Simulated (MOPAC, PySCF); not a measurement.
C4H6SSi, SMILES `SC1=CC=C[SiH2]1` (H–S–C–Si torsion 0°), neutral singlet in the gas phase. 

Cartesian coordinates (Å):
SMILES: SC1[SiH2]C=CC=1
```xyz
12

S      2.3530    -1.4299    -0.1654
C      0.8158    -0.6332    -0.0744
C     -0.3673    -1.2751    -0.1596
C     -1.5703    -0.4376    -0.0618
C     -1.4134     0.8881     0.1030
Si     0.4132     1.1883     0.1491
H      3.1265    -0.3432    -0.0272
H     -0.4624    -2.3493    -0.2929
H     -2.5459    -0.9136    -0.1255
H     -2.2486     1.5700     0.1833
H      0.9555     2.0159    -0.9615
H      0.9438     1.7197     1.4330
```
Charge 0, multiplicity 1.

All levels are single points at this geometry (PBE0-D3(BJ)/def2-TZVP); Pople sets use spherical d functions. Orbital energies aren't observables, and empty levels follow the basis.

BP86/6-31G* in PySCF gives dipole (D) = 0.68.

Q: Estimate the dipole (D) from each of these levels: PBE0-D3(BJ)/def2-TZVP in PySCF; B3LYP/3-21G in PySCF; B3LYP/LANL2DZ in PySCF; PBE/6-31G* in PySCF; HF/6-31G* in PySCF; HF/STO-3G in PySCF; AM1 in MOPAC; PM7 in MOPAC.

A: 
```
level                           dipole (D)
------------------------------  ----------
PBE0-D3(BJ)/def2-TZVP in PySCF        0.66
B3LYP/3-21G in PySCF                  1.11
B3LYP/LANL2DZ in PySCF                1.07
PBE/6-31G* in PySCF                   0.69
HF/6-31G* in PySCF                    1.17
HF/STO-3G in PySCF                    1.41
AM1 in MOPAC                          1.38
PM7 in MOPAC                          1.42
```
